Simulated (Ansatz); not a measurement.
`[CH3][SnH2][SiH2]S`. Total charge 0; spin multiplicity 1. Sn takes the def2 core potential. The geometry is a stationary point of PBE0-D4/def2-TZVP. It is one conformer, not always the lowest.

```xyz
12

C    -0.596   -1.420   -1.393
Sn    0.984   -0.301   -0.476
Si    0.118    0.782    1.682
S    -1.543    2.072    1.233
H    -0.859   -2.272   -0.766
H    -0.279   -1.780   -2.372
H    -1.471   -0.781   -1.510
H     1.486    0.945   -1.541
H     2.331   -1.319   -0.183
H    -0.466   -0.232    2.599
H     1.184    1.514    2.420
H    -0.887    2.792    0.307
```

(1) What is the dipole moment at r2SCAN/def2-TZVPP? (Best estimate.)

(2) And with PBE, B3LYP, ωB97M-V? (Best estimate.)

(3) Give the Mulliken charges with r2SCAN, PBE, ωB97M-V in def2-TZVPP. (An estimate is asked.)

## Answers

(1) Computed: 0.95 D, with components (0.35, -0.51, -0.72) D in this frame, pointing from negative to positive charge.

(2) The calculation gave: PBE 0.93 D, B3LYP 0.92 D, ωB97M-V 0.94 D.

(3) Ansatz gave: 
```json
{"atom": "C1", "r2SCAN": "-0.48", "PBE": "-0.56", "ωB97M-V": "-0.61"}
{"atom": "Sn2", "r2SCAN": "0.54", "PBE": "0.55", "ωB97M-V": "0.43"}
{"atom": "Si3", "r2SCAN": "0.18", "PBE": "0.09", "ωB97M-V": "0.09"}
{"atom": "S4", "r2SCAN": "-0.27", "PBE": "-0.25", "ωB97M-V": "-0.25"}
{"atom": "H5", "r2SCAN": "0.10", "PBE": "0.12", "ωB97M-V": "0.14"}
{"atom": "H6", "r2SCAN": "0.10", "PBE": "0.13", "ωB97M-V": "0.14"}
{"atom": "H7", "r2SCAN": "0.10", "PBE": "0.13", "ωB97M-V": "0.14"}
{"atom": "H8", "r2SCAN": "-0.13", "PBE": "-0.12", "ωB97M-V": "-0.10"}
{"atom": "H9", "r2SCAN": "-0.13", "PBE": "-0.12", "ωB97M-V": "-0.09"}
{"atom": "H10", "r2SCAN": "-0.06", "PBE": "-0.04", "ωB97M-V": "-0.01"}
{"atom": "H11", "r2SCAN": "-0.07", "PBE": "-0.04", "ωB97M-V": "-0.02"}
{"atom": "H12", "r2SCAN": "0.11", "PBE": "0.12", "ωB97M-V": "0.12"}
```

B3LYP here is the variant with VWN-RPA as its local correlation; programs differ in this.
